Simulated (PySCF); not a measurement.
Computed shifts of a molecule C₂H₅ClSi, PySCF with PBE/pcSseg-1, GIAO, gas phase, equivalent atoms averaged, in ppm (number of nuclei): ²⁹Si: -87.9 (1). ¹³C: 154.0 (1), 127.4 (1). ¹H: 7.19 (1), 6.24 (1), 4.48 (3). References: ²⁹Si against TMS (σ = 335.4 ppm); ¹³C against TMS (σ = 182.0 ppm); ³⁵Cl against HCl (σ = 936.5 ppm); ¹H against TMS (σ = 31.49 ppm), references at their B3LYP-D3(BJ)/def2-TZVP geometries, non-relativistic (without spin–orbit terms, shifts of atoms bonded to Cl or Br come out too high). Coordinates come from a ωB97X-D3(BJ)/def2-SVP optimisation. The values are those of a single conformer.

Task: Pick the molecule that these values belong to.
A) C=C[SiH2]Cl
B) [SiH3]/C=C\Cl
C) C=C([SiH3])Cl

Result: B, [SiH3]/C=C\Cl
